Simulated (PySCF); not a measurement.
## Polarisability and C₆ of Si (silicon, neutral)

[Ne] 3s1 3p3, high-spin 5S determinant (an excited configuration). Computed with PySCF 2.14 in x2c-TZVPPall with one added diffuse shell each of s, p, d type (6s6p4d1f, 51 functions), with the spin-free X2C one-electron Hamiltonian (Gaussian nucleus). Coupled (time-dependent) response in atomic units; α is the mean over directions.

```
 method  mean α (bohr³)  C₆ (like pair)  S(−4)
    UHF           34.43           271.2  412.4
    PBE           38.37           309.0  572.1
   PBE0           36.62           291.5  500.0
   BP86           39.09           316.7  598.0
LC-wPBE           34.45           269.5  422.4
```

S(−4) is the Cauchy moment in α(ω) = α(0) + S(−4) ω² + …

α(iu) at LC-wPBE:

```
u (hartree)  α(iu) (bohr³)
          0          34.45
     0.0500          33.43
      0.100          30.75
      0.200          23.55
      0.300          17.22
      0.500          9.553
      0.750          5.262
       1.00          3.297
       1.50          1.663
       2.00          1.026
       3.00         0.5342
       5.00         0.2456
```

A single London oscillator, α(iu) = α/(1 + u²/ω²), gives C₆ = (3/4) ω α². Matching the computed C₆ needs ω = 4 × 269.5 / (3 × 34.45²) = 0.303 hartree.
